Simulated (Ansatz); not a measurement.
Molecule: sum formula TiOF, net charge 0, doublet state. The spin state was set by rule; other spins were not relaxed. 
Coordinates optimised at B3LYP-D3(BJ)/def2-TZVP (Ansatz, an electronic-structure program):
```
Ti
O 1 1.6251
F 1 1.8373 2 123.23
```
Charge 0, spin multiplicity 2.

Total electronic energies in hartree. Cores are frozen in the correlated levels unless marked. Open shells are spin-unrestricted. No spin-orbit coupling. The frozen core is the preceding noble-gas configuration, with the filled d and f shells of earlier blocks. No relativistic terms. 

The Hartree-Fock reference is unstable (checked in the largest basis), which strains HF and MP2. 

```csv
level,program,energy (Eh)
RI-HF/def2-TZVPPD,Ansatz,-1022.86757
PBE0/6-31G*,Ansatz,-1024.15186
PBE0/def2-TZVP,Ansatz,-1024.30495
LC-wPBE-D4/def2-TZVPD,Ansatz + dftd4,-1024.40552
RI-MP2/def2-TZVPP,Ansatz,-1023.48794
CCSD/6-31G*,Ansatz,-1023.16686
CCSD/def2-SVPD,Ansatz,-1023.04601
CCSD(T)/def2-SVP,Ansatz,-1023.02172
```

Totals of different functionals don't rank their quality; only differences between species are comparable.
